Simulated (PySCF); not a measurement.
Species: C5H5N3.
Structure used (GFN2-xTB), in Å, numbered top down from 1:
```
atom  x, y, z in Å
C1     3.3484   -1.1684    0.1661
C2     2.2530   -0.6808    0.1173
C3     0.9860   -0.0759    0.0595
C4     0.6686    1.2965    0.0897
N5    -0.6458    1.4106    0.0095
N6    -1.0879    0.1764   -0.0650
C7    -2.4811   -0.1322   -0.1634
N8    -0.1630   -0.7477   -0.0394
H9     4.3015   -1.6038    0.2085
H10    1.3136    2.1464    0.1634
H11   -2.6790   -0.6808   -1.0853
H12   -3.0300    0.8065   -0.1629
H13   -2.7889   -0.7464    0.6842
```

The closed-shell SCF was solved with PySCF and density fitting under several settings on one GFN2-xTB geometry (grid level 2 and gas phase unless stated).

```tsv
settings	basis functions	SCF cycles	E (Eh)	HOMO (eV)	LUMO (eV)	dipole (D)
PBE0/pcSseg-1	161	14	-357.2364	-7.16	-0.67	1.00
PBE0/def2-SVPD	200	14	-357.0349	-7.18	-0.75	0.95
KT2/6-31G*, energy threshold 1e-08 Eh	122	11	-363.8173	-5.74	-1.20	0.95
HCTH407/pcSseg-1, IEF-PCM benzene, start guess huckel	161	16	-357.6008	-6.25	-1.73	1.20
```

Q: Estimate the row for these settings: B3LYP/def2-SVP, grid level 1, fitting basis def2-qzvpp-jkfit.

A: 
```csv
settings,basis functions,SCF cycles,E (Eh),HOMO (eV),LUMO (eV),dipole (D)
"B3LYP/def2-SVP, grid level 1, fitting basis def2-qzvpp-jkfit",137,12,-357.4270,-6.81,-0.72,1.03
```

Q: Over all rows, what range does the HOMO–LUMO gap span?

A: From 4.52 eV (HCTH407/pcSseg-1, IEF-PCM benzene, start guess huckel) to 6.49 eV (PBE0/pcSseg-1). The functional of the narrowest has no exact exchange, that of the widest 25 % exact exchange.

Q: And the dipole moment?

A: From 0.95 D to 1.20 D; the largest is 1.26 times the smallest, and the median is 1.00 D.

Q: Compare two rows with the functional PBE0: PBE0/pcSseg-1 and PBE0/def2-SVPD. Which energy is lower, and by how much?

A: PBE0/pcSseg-1 (161 functions) lies 0.2015 Eh or 126 kcal/mol below PBE0/def2-SVPD (200 functions). The smaller set gives the lower energy; the two sets aren't nested, so the variational bound doesn't order them by size.

Cycle counts include a coarse-grid stage where the run had one. All basis functions are spherical, in the Pople sets too. KT2 was designed for NMR shieldings or shifts; total energies of different functionals aren't comparable. The species at its GFN2-xTB geometry.
